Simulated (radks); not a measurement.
Species: Yb I. Configuration: [Xe] 4f14 6s2.

Method: scalar-relativistic Kohn-Sham, PBEsol, spin-polarised, spherical densities, finite nucleus; Fermi nuclear charge, rms radius 5.3108 fm; computed with a radial shooting solver on a logarithmic mesh with Libxc functionals.

Energy parts (hartree):
total: -14053.7750
kinetic: 15310.0983
electron-nucleus: -34596.1193
Hartree: 5520.6234
exchange-correlation: -288.3775

Orbitals (lengths in bohr, moments of r in powers of bohr; r(max) is where P^2 peaks; r(90%) holds 90 % of the orbital's charge):
| orbital | occ. | eigenvalue (hartree) | r(max) | r(90%) |
|---|---|---|---|---|
| 1s | 2 | -2249.185 | 0.01238 | 0.0357 |
| 2s | 2 | -381.1007 | 0.07061 | 0.129 |
| 2p | 6 | -335.9817 | 0.05757 | 0.121 |
| 3s | 2 | -85.89177 | 0.1995 | 0.318 |
| 3p | 6 | -72.28603 | 0.1966 | 0.323 |
| 3d | 10 | -55.69529 | 0.1603 | 0.305 |
| 4s | 2 | -16.88623 | 0.4552 | 0.701 |
| 4p | 6 | -12.41854 | 0.4763 | 0.754 |
| 4d | 10 | -6.53454 | 0.4910 | 0.843 |
| 5s | 2 | -2.01965 | 1.070 | 1.75 |
| 5p | 6 | -1.00938 | 1.232 | 2.15 |
| 6s | 2 | -0.14469 | 3.277 | 5.83 |
| 4f | 14 | -0.11276 | 0.4830 | 1.39 |

The highest occupied level is 4f at -3.068 eV. Summed over all electrons, <r^2> = 72.04 bohr^2, which gives a Langevin (diamagnetic) susceptibility term of -57.1 x 10^-6 cm^3/mol. The density falls to 0.001 e/bohr^3 at r = 5.05 bohr.
